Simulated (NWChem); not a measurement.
System: ScH2O2Cl; SMILES [OH][Sc]([Cl])[OH]

The following NWChem deck was run.

```
start job
memory heap 200 mb stack 900 mb global 1100 mb
geometry units angstroms
  Sc     0.000000     0.017365    -0.420766
  Cl    -0.000000     0.017900     1.905635
  O     -0.000000     1.586959    -1.394355
  H      0.000000     2.527260    -1.627148
  O      0.000000    -1.595447    -1.344190
  H     -0.000000    -2.034061    -2.208956
end
basis spherical
  * library sto-3g
end
dft
  xc hfexch
  iterations 150
end
driver
  maxiter 120
end
task dft optimize
task dft freq
```

Output (shortened):

```
             Northwest Computational Chemistry Package (NWChem) 7.3.0
             --------------------------------------------------------

 CS  symmetry detected

                             Geometry "geometry" -> ""
                             -------------------------

 Output coordinates in angstroms (scale by  1.889725989 to convert to a.u.)

  No.       Tag          Charge          X              Y              Z
 ---- ---------------- ---------- -------------- -------------- --------------
    1 Sc                  21.0000    -0.00163655    -0.38175521     0.00000000
    2 Cl                  17.0000    -0.00438504     1.94464423     0.00000000
    3 O                    8.0000     1.56933002    -1.35312790     0.00000000
    4 H                    1.0000     2.50995865    -1.58459353     0.00000000
    5 O                    8.0000    -1.61314361    -1.30745462     0.00000000
    6 H                    1.0000    -2.05053664    -2.17283882     0.00000000

 Effective nuclear repulsion energy (a.u.)     250.4687749134

      Symmetry information
      --------------------

 Group name             Cs
 Group number              2
 Group order               2
 No. of unique centers     6

                                Z-matrix (autoz)
                                --------

 Units are Angstrom for bonds and degrees for angles

      Type          Name      I     J     K     L     M      Value
      ----------- --------  ----- ----- ----- ----- ----- ----------
    1 Stretch                  1     2                       2.32640
    2 Stretch                  1     3                       1.84702
    3 Stretch                  1     5                       1.85846
    4 Stretch                  3     4                       0.96869
    5 Stretch                  5     6                       0.96964
    6 Bend                     1     3     4               162.09475
    7 Bend                     1     5     6               146.68789
    8 Bend                     2     1     3               121.79736
    9 Bend                     2     1     5               119.80670
   10 Bend                     3     1     5               118.39595
   11 Torsion                  2     1     3     4           0.00000
   12 Torsion                  2     1     5     6         180.00000
   13 Torsion                  3     1     5     6           0.00000
   14 Torsion                  4     3     1     5         180.00000

  xc_inp: hfexch multiplicative factor not found.

                           NWChem Geometry Optimization
                           ----------------------------

 maximum gradient threshold         (gmax) =   0.000450
 rms gradient threshold             (grms) =   0.000300
 maximum cartesian step threshold   (xmax) =   0.001800
 rms cartesian step threshold       (xrms) =   0.001200
 fixed trust radius                (trust) =   0.300000
 source of zmatrix                         =   autoz

          -------------------
          Energy Minimization
          -------------------

 Using diagonal initial Hessian
 Scaling for Hessian diagonals: bonds = 1.00  angles = 0.25  torsions = 0.10

          --------
          Step   0

                                 NWChem DFT Module
                                 -----------------

 Summary of "ao basis" -> "ao basis" (spherical)
 ------------------------------------------------------------------------------
       Tag                 Description            Shells   Functions and Types
 ---------------- ------------------------------  ------  ---------------------
 Sc                          sto-3g                  8       18   4s3p1d
 Cl                          sto-3g                  5        9   3s2p
 O                           sto-3g                  3        5   2s1p
 H                           sto-3g                  1        1   1s

      Symmetry analysis of basis
      --------------------------

        a'         30
        a"          9

[...]

      ----------------------
      Optimization converged
      ----------------------

  Step       Energy      Delta E   Gmax     Grms     Xrms     Xmax
  ---- ---------------- -------- -------- -------- -------- --------
@    7   -1355.92530856 -2.8D-07  0.00026  0.00009  0.00061  0.00158
                                     ok       ok       ok       ok

                                Z-matrix (autoz)
                                --------

 Units are Angstrom for bonds and degrees for angles

      Type          Name      I     J     K     L     M      Value     Gradient
      ----------- --------  ----- ----- ----- ----- ----- ---------- ----------
    1 Stretch                  1     2                       2.33555   -0.00013
    2 Stretch                  1     3                       1.83559   -0.00002
    3 Stretch                  1     5                       1.83579    0.00015
    4 Stretch                  3     4                       0.96975   -0.00012
    5 Stretch                  5     6                       0.97003    0.00026
    6 Bend                     1     3     4               178.75167    0.00000
    7 Bend                     1     5     6               178.72437   -0.00001
    8 Bend                     2     1     3               117.42156    0.00001
    9 Bend                     2     1     5               117.42482    0.00001
   10 Bend                     3     1     5               125.15362   -0.00002
   11 Torsion                  2     1     3     4         180.00000    0.00000
   12 Torsion                  2     1     5     6         180.00000    0.00000
   13 Torsion                  3     1     5     6           0.00000    0.00000
   14 Torsion                  4     3     1     5           0.00000    0.00000

                         Geometry "geometry" -> "geometry"
                         ---------------------------------

 Output coordinates in angstroms (scale by  1.889725989 to convert to a.u.)

  No.       Tag          Charge          X              Y              Z
 ---- ---------------- ---------- -------------- -------------- --------------
    1 Sc                  21.0000     0.04547706    -0.48042419     0.00000000
    2 Cl                  17.0000    -0.11631371     1.84951860     0.00000000
    3 O                    8.0000     1.72947379    -1.21087680     0.00000000
    4 H                    1.0000     2.61051585    -1.61606740     0.00000000
    5 O                    8.0000    -1.52151348    -1.43680848     0.00000000
    6 H                    1.0000    -2.33805269    -1.96046759     0.00000000

 Effective nuclear repulsion energy (a.u.)     251.2970008057

      Symmetry information
      --------------------

 Group name             Cs
 Group number              2
 Group order               2
 No. of unique centers     6

                Final and change from initial internal coordinates
                --------------------------------------------------

[...]

 Rotational Constants
 --------------------
 A=   0.173198 cm-1  (  0.249188 K)
 B=   0.087184 cm-1  (  0.125435 K)
 C=   0.057992 cm-1  (  0.083435 K)

 Temperature                      =   298.15K
 frequency scaling parameter      =   1.0000

 Zero-Point correction to Energy  =   21.224 kcal/mol  (  0.033823 au)
 Thermal correction to Energy     =   24.603 kcal/mol  (  0.039208 au)
 Thermal correction to Enthalpy   =   25.195 kcal/mol  (  0.040151 au)

 Total Entropy                    =   76.484 cal/mol-K
   - Translational                =   40.089 cal/mol-K (mol. weight = 113.9302)
   - Rotational                   =   27.001 cal/mol-K (symmetry #  =        1)
   - Vibrational                  =    9.395 cal/mol-K

 Cv (constant volume heat capacity) =   16.773 cal/mol-K
   - Translational                  =    2.979 cal/mol-K
   - Rotational                     =    2.979 cal/mol-K
   - Vibrational                    =   10.814 cal/mol-K

[normal modes left out]

 ----------------------------------------------------------------------------
 Normal Eigenvalue ||           Projected Infra Red Intensities
  Mode   [cm**-1]  || [atomic units] [(debye/angs)**2] [(KM/mol)] [arbitrary]
 ------ ---------- || -------------- ----------------- ---------- -----------
    1       -0.000 ||    0.000764           0.018         0.745       0.211
    2       -0.000 ||    0.002473           0.057         2.410       0.683
    3       -0.000 ||    0.000479           0.011         0.467       0.132
    4        0.000 ||    0.001446           0.033         1.409       0.399
    5        0.000 ||    0.000085           0.002         0.083       0.024
    6        0.000 ||    0.000941           0.022         0.917       0.260
    7      130.287 ||    0.013201           0.305        12.869       3.646
    8      180.913 ||    0.041051           0.947        40.019      11.337
    9      198.777 ||    0.006797           0.157         6.626       1.877
   10      505.185 ||    0.034164           0.788        33.305       9.435
   11      668.061 ||    0.045574           1.051        44.428      12.586
   12      684.931 ||    0.140708           3.246       137.169      38.859
   13      755.574 ||    0.004906           0.113         4.783       1.355
   14      762.253 ||    0.163337           3.768       159.229      45.108
   15      937.570 ||    0.060559           1.397        59.036      16.724
   16     1069.023 ||    0.097968           2.260        95.504      27.055
   17     4478.703 ||    0.017660           0.407        17.216       4.877
   18     4482.280 ||    0.019666           0.454        19.171       5.431
 ----------------------------------------------------------------------------
```

Level: Hartree-Fock/STO-3G. The printed entropy takes a lower symmetry number than the molecule has.
